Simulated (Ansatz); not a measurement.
Reaction (hydrogen abstraction from the N–H bond): `[SiH3][NH][GeH3]` + `[CH3]`• → `[SiH3][N][GeH3]`• + CH₄

Isolated molecules relaxed with PBE0-D4/def2-TZVP in Ansatz; ΔE leaves out vibrations. CCSD(T)/CBS is the MP2 limit (def2-TZVPP, def2-QZVPP) plus CCSD(T) − MP2 in def2-TZVPP, frozen cores. This one scheme is used for every species. No spin–orbit coupling; open shells (•) take unrestricted orbitals. For Ge outer-core shells are correlated without core-valence functions, which leaves a few kJ/mol of doubt a bond. Scalar relativity is left out up to krypton.

`[SiH3][NH][GeH3]`:

Z-matrix (Å, degrees):
```
Si
N 1 1.718
H 1 1.489 2 110.3
H 1 1.486 2 107.3 3 119.9
H 1 1.492 2 114.2 3 -120.6
Ge 2 1.839 1 127.5 3 -145.3
H 2 1.009 1 117.0 3 48.6
H 6 1.538 2 108.4 1 146.5
H 6 1.534 2 106.7 1 26.5
H 6 1.543 2 111.7 1 -93.5
```

`[CH3]`•:

```xyz
4

C     0.000    0.000    0.000
H     0.368    0.224   -0.990
H     0.562    0.312    0.868
H    -0.930   -0.536    0.122
```

`[SiH3][N][GeH3]`•:

Cartesian coordinates in Å:
```
Si 0.520 -1.475 0.299
N -0.221 -0.311 -0.747
Ge -0.538 1.470 -0.380
H 1.329 -0.904 1.416
H 1.383 -2.376 -0.507
H -0.608 -2.257 0.882
H 0.396 2.254 -1.317
H -0.255 1.852 1.087
H -2.007 1.747 -0.732
```

CH₄:

Z-matrix (Å, degrees):
```
C
H 1 1.090
H 1 1.090 2 109.5
H 1 1.090 2 109.5 3 -120.0
H 1 1.090 2 109.5 3 120.0
```

```
           species  SCS-MP2/def2-QZVPP energy (Eh)
`[SiH3][NH][GeH3]`                     -2423.80582
          `[CH3]`•                       -39.75555
`[SiH3][N][GeH3]`•                     -2423.11417
               CH₄                       -40.43589
```

Work out ΔE.

ΔE = (-2423.11417) + (-40.43589) − (-2423.80582) − (-39.75555) = 0.01131 Eh = +29.7 kJ/mol. CCSD(T)/CBS gives +19.4 kJ/mol.

What do rigid-rotor, harmonic-oscillator terms from PBE0-D4/def2-TZVP frequencies (298.15 K, 1 bar) make of the CCSD(T)/CBS value? (An estimate is asked.)

Ansatz gave: ΔZPE = +5.4 kJ/mol, ΔH = +24.1 kJ/mol, ΔS = 3 J/(mol·K), ΔG = +23.3 kJ/mol. Open shells count their whole term as degenerate. Modes under 50 cm⁻¹ make the entropy rough.

Largest T1 diagnostic among the species: 0.016.

From r2SCAN to r2SCAN0 (25 % exact exchange), in def2-TZVPP and without D4, ΔE moves by +5.7 kJ/mol. In def2-TZVPP, CCSD(T) changes the Hartree–Fock value by +9.0 kJ/mol (the triples alone add −0.2 kJ/mol) and MP2 by +28.6 kJ/mol. At CCSD(T), def2-SVP lies −4.3 kJ/mol from the extrapolated value and def2-TZVPP −2.4 kJ/mol.
